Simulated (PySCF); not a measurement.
# `C[C@@H]1[SiH2]N([SiH3])[Si@H]1Br`, C2H10BrNSi3

Cartesian coordinates in Å; atom numbers follow the order of the lines, from 1:
```xyz
17

C    -2.5645   -0.3354    0.1975
C    -1.3030   -0.1431   -0.6316
Si    0.1597   -1.3549   -0.3206
N     1.0982    0.0674    0.1200
Si    2.7614    0.2753    0.5685
Si   -0.1339    1.2728   -0.1161
Br    0.4175    2.6230   -1.7778
H    -3.0786   -1.2501   -0.0956
H    -2.3284   -0.4060    1.2577
H    -3.2546    0.4972    0.0589
H    -1.5901   -0.0865   -1.6843
H    -0.0140   -2.2419    0.8254
H     0.7051   -2.0207   -1.4991
H     3.2894   -1.0752    0.7337
H     3.4436    1.0185   -0.4922
H     2.7771    1.0413    1.8181
H    -0.3918    2.1304    1.0275
```

Computed with TDDFT CAM-B3LYP/def2-SVPD circular dichroism and optical rotation, one conformer, gas phase in PySCF 2.14.0. Geometry: GFN2-xTB.

The calculation is non-relativistic, which matters for the atoms heavier than Zn.

(1) Draw the ECD and absorption spectra from the lowest 16 states, each a Gaussian of half-width 0.2 eV at 1/e height.

## Answers

(1) 
```
E (eV)  λ (nm)  Δε (L mol⁻¹ cm⁻¹)  ε (L mol⁻¹ cm⁻¹)
  5.46     227              +0.02             0.708
  5.61     221              +0.53              17.2
  5.76     215              +4.17               139
  5.91     210             +11.67               456
  6.06     205             +19.38              1330
  6.21     200             +34.93              3290
  6.36     195             +32.64              3210
  6.51     191             +11.49              1310
  6.66     186              +8.44              2000
  6.81     182             +18.74              4610
  6.96     178             +17.37              4490
  7.11     174              -1.15              4020
  7.26     171             -19.54              7310
  7.41     167             +11.41              9120
  7.56     164             +28.20              6810
  7.71     161             +16.11              6420
```
Δε uses R in velocity form, ε uses f in length form. Only the states computed contribute, so the short-wavelength end is incomplete.
